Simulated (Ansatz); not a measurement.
Task: Name a neutral molecule of C, Se and H with HOMO–LUMO gap (B3LYP/def2-TZVPP) between 5.85 and 6.15 eV and size of the dipole moment (ωB97M-V/def2-TZVPP) between 1.30 and 1.60 D (Ansatz, PBE0-D4/def2-TZVP geometry).

Result: `CC[SeH]` (6.10 eV, 1.54 D); `C[Se]C` (5.98 eV, 1.48 D); `CC[Se]C` (5.85 eV, 1.55 D). Other molecules can fit too; these were computed, each in one conformer that needn't be the lowest.

B3LYP here is the variant with VWN-RPA as its local correlation; programs differ in this.
